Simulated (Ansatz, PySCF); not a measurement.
Reaction (SMILES): NCCN -> 2 [CH2]N (the C-C bond at the site shown breaks; other sites are not compared here)
Each molecule is optimised on its own at B3LYP-D3(BJ)/def2-TZVP (Ansatz, an electronic-structure program), one conformer each, not searched for the lowest.

Property: bond dissociation energy (electronic energy difference), in kcal/mol. Cores are frozen in the correlated levels unless marked. Open shells are spin-unrestricted. No spin-orbit coupling. Non-relativistic. CBS(X,Y): correlation extrapolated as X^-3; Hartree-Fock from the larger set. [CCSD(T)-MP2]/basis is that difference in the basis named.

```csv
level,program,bond dissociation energy (kcal/mol)
HF/aug-cc-pVTZ,Ansatz,54.1
HF/cc-pwCVTZ,Ansatz,54.9
HF-D4/def2-TZVPD,PySCF + dftd4,60.3
PBE0-D3(BJ)/def2-TZVP,Ansatz + dftd3,75.2
PBE0-D4/def2-TZVPD,Ansatz + dftd4,75.2
TPSSh/def2-TZVPD,PySCF,68.9
r2SCANh/def2-TZVPD,Ansatz,70.2
M06-2X/def2-TZVPD,PySCF,79.6
wB97M-V/def2-TZVPD,Ansatz,78.3
MP2/cc-pVDZ,Ansatz,83.0
MP2/aug-cc-pVTZ,Ansatz,84.2
MP2/cc-pVTZ,Ansatz,84.1
RI-MP2/cc-pVQZ,Ansatz,84.8
"RI-MP2/CBS(cc-pVTZ,cc-pVQZ)",Ansatz,85.7
CCSD/STO-3G,Ansatz,98.7
CCSD/6-31G,Ansatz,68.8
CCSD/aug-cc-pVTZ,Ansatz,77.8
CCSD/cc-pwCVTZ,Ansatz,77.8
"RI-MP2/CBS(aug-cc-pVTZ,aug-cc-pVQZ)+[CCSD(T)-MP2]/aug-cc-pVDZ",Ansatz,80.6
"RI-MP2/CBS(cc-pVTZ,cc-pVQZ)+[CCSD(T)-MP2]/cc-pVTZ",Ansatz,81.3
"RI-MP2/CBS(aug-cc-pVTZ,aug-cc-pVQZ)+[CCSD(T)-MP2]/aug-cc-pVTZ",Ansatz,80.4
```
